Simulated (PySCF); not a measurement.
## How methods differ on the excitation energy of Ta²⁺

Ta²⁺ [Xe] 4f14 5d3 (4F) → Ta²⁺ [Xe] 4f14 5d2 6s1 (4F), as a difference of total energies. Calculation: PySCF 2.14, in x2c-TZVPPall with one added diffuse shell each of s, p, d, f type (12s8p8d4f1g, 113 functions); scalar relativity by spin-free X2C-1e. Correlated levels: valence: [Xe] 4f14 frozen. The calculations carry no spin-orbit coupling.

| method | excitation energy (eV) |
| --- | --- |
| UHF | 0.769 |
| LDA | 0.466 |
| PBE | 0.535 |
| PBE0 | 0.720 |
| r2SCAN | 0.610 |
| MP2 (valence) | 0.800 |
| SCS-MP2 (valence) | 0.779 |

Task: How much does correlation contribute at MP2 (valence)?

Result: 0.800 − (0.769) = 0.031 eV, measured against UHF.

A first-order spin-orbit estimate (lowest level to lowest level, LS coupling) adds -0.038 eV.
